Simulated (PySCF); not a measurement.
Scalar relativity in P⁺ (phosphorus, charge +1)

[Ne] 3s2 3p2, high-spin 3P determinant; PBE calculated with PySCF 2.14 in dyall-acv3z (19s12p6d4f, 113 functions), once non-relativistic with a point nucleus and once with spin-free X2C-1e and a Gaussian nucleus.

```tsv
shell	ε non-rel. (eV)	ε X2C (eV)	rms r non-rel. (bohr, spins averaged)	rms r X2C (bohr, spins averaged)	change of radius (%)
1s α	-2088.5	-2094.0	0.1206	0.1200	-0.45
1s β	-2088.3	-2093.7	0.1206	0.1200	-0.45
2s α	-183.59	-184.47	0.5694	0.5673	-0.36
2s β	-183.35	-184.22	0.5694	0.5673	-0.36
2p α	-135.10	-135.05	0.5439	0.5434	-0.09
2p β	-134.77	-134.71	0.5439	0.5434	-0.09
3s α	-23.913	-23.991	1.960	1.955	-0.26
3s β	-21.861	-21.938	1.960	1.955	-0.26
3p α	-14.985	-14.972	2.291	2.291	0.01
```

The total energy goes from -340.7298 to -341.5572 hartree.

Ionisation energy, P⁺ [Ne] 3s2 3p2 (3P) → P²⁺ [Ne] 3s2 3p1 (2P) (eV):

```tsv
method	non-relativistic	spin-free X2C	shift
UHF	19.169	19.157	-0.012
MP2 (valence and next inner shell)	19.659	19.647	-0.012
SCS-MP2 (valence and next inner shell)	19.564	19.551	-0.012
CCSD (valence and next inner shell)	19.690	19.678	-0.012
CCSD(T) (valence and next inner shell)	19.723	19.711	-0.012
MP2 (valence)	19.626	19.615	-0.012
SCS-MP2 (valence)	19.535	19.523	-0.012
CCSD (valence)	19.662	19.651	-0.011
CCSD(T) (valence)	19.699	19.688	-0.011
LDA	19.825	19.812	-0.013
PBE	19.783	19.771	-0.013
PBE0	19.820	19.808	-0.012
r2SCAN	19.954	19.942	-0.012
M06-2X	19.593	19.579	-0.014
MN15	19.772	19.756	-0.017
```

Relativity contracts and stabilises s shells directly. The contracted s shells screen the nucleus better, so for spin-averaged p shells the direct and indirect effects partly cancel.
